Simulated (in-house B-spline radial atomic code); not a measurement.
Relativistic effects in Cd21+, [Ar] 3d9: non-relativistic Hartree-Fock (point nucleus) against Dirac-Hartree-Fock (Fermi nucleus of rms radius 4.6087 fm), both averages of the configuration, computed with a B-spline radial code for spherical atoms.

```csv
orbital,ε NR (Eh),ε Dirac (Eh),<r> NR (bohr),<r> Dirac (bohr),change of <r> (%)
1s1/2,-979.39,-1011.6,0.0317,0.03039,-4.1
2s1/2,-165.5,-173.48,0.1368,0.1308,-4.4
2p1/2,-155.66,?,0.117,?,?
2p3/2,-155.66,-155.68,0.117,0.1161,-0.8
3s1/2,-49.438,-51.256,0.3611,0.3491,-3.3
3p1/2,-45.379,-46.943,0.3517,0.3396,-3.4
3p3/2,-45.379,-45.562,0.3517,0.3492,-0.7
3d3/2,-38.216,?,0.3201,?,?
3d5/2,-38.216,-37.994,0.3201,0.321,+0.3
```

(1) What happens to 3d3/2?

(2) What happens to 2p1/2?

(3) What explains the pattern of contraction and expansion?

(4) By how much does the total energy change?

Results:

(1) Its energy goes to -38.277 hartree and <r> to 0.3179 bohr (-0.68 %).

(2) Its energy goes to -162.81 hartree and <r> to 0.111 bohr (-5.10 %).

(3) Expansion is seen in 3d5/2. The s and p1/2 orbitals contract directly, screen the nucleus better, and so push out orbitals that have little density near the nucleus; spin-orbit coupling adds to this for j = l + 1/2 and opposes it for j = l - 1/2.

(4) By -126.94 hartree, from -5263.959 to -5390.895.
